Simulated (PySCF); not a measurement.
Be(F)(SiH3) (BeFH₃Si), SMILES [SiH3][Be][F]. Atoms are numbered in the order given.

```xyz
6

Be     0.0000     0.0000    -0.8767
F      0.0000     0.0000    -2.2467
Si     0.0000     0.0000     1.2997
H      1.2015     0.6937     1.8437
H      0.0000    -1.3874     1.8437
H     -1.2015     0.6937     1.8437
```

The structure is a stationary point at PBE0-D3(BJ)/def2-TZVP.

These are B3LYP/pcJ-1 run with PySCF values and carry that method's errors.

Isotropic couplings with Fermi-contact, spin-dipole and both spin-orbit terms, one fixed conformer, no vibrational averaging. Isotopes: 19F, 1H, 29Si.

```json
[
 {"pair": "Si3–H4", "bonds apart": "1", "J (Hz)": "-199.8"},
 {"pair": "Si3–H5", "bonds apart": "1", "J (Hz)": "-199.8"},
 {"pair": "Si3–H6", "bonds apart": "1", "J (Hz)": "-199.8"},
 {"pair": "F2–Si3", "bonds apart": "2", "J (Hz)": "[?]"},
 {"pair": "H4–H5", "bonds apart": "2", "J (Hz)": "-3.1"},
 {"pair": "H4–H6", "bonds apart": "2", "J (Hz)": "-3.1"},
 {"pair": "H5–H6", "bonds apart": "2", "J (Hz)": "-3.1"},
 {"pair": "F2–H4", "bonds apart": "3", "J (Hz)": "[?]"},
 {"pair": "F2–H5", "bonds apart": "3", "J (Hz)": "[?]"},
 {"pair": "F2–H6", "bonds apart": "3", "J (Hz)": "[?]"}
]
```

Task: Complete the blanks. (An estimate is asked for; the answer gives what the named calculation found.)

Result: 
- F2–Si3, J (Hz): -30.2
- F2–H4, J (Hz): 4.5
- F2–H5, J (Hz): 4.5
- F2–H6, J (Hz): 4.5
